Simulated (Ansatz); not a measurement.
Precursor series Cd F-OH. Gas-phase values, no solvent. One relaxed conformer stands for each flexible species; it need not be the lowest.

Quantity: redistribution energy (mixed species minus the weighted end members), in kcal/mol.

Case: 1 of 2 F replaced by OH: [Cd(F)(OH)]. The other species in the difference include [Cd(F)2] (neutral, multiplicity 1). Geometry of [Cd(F)(OH)] (neutral, multiplicity 1, Å):

```xyz
4

Cd    -0.1646     0.0170    -0.0151
F      0.4711    -1.5176    -0.9832
O     -0.8568     1.6297     0.8482
H     -0.6884     1.5915     1.8009
```

What is the computed redistribution energy (mixed species minus the weighted end members) (frozen-core CCSD(T)/def2-TZVPP // r2SCAN-D4/def2-SVP (Ansatz, a first-principles code))?

-0.53 kcal/mol.
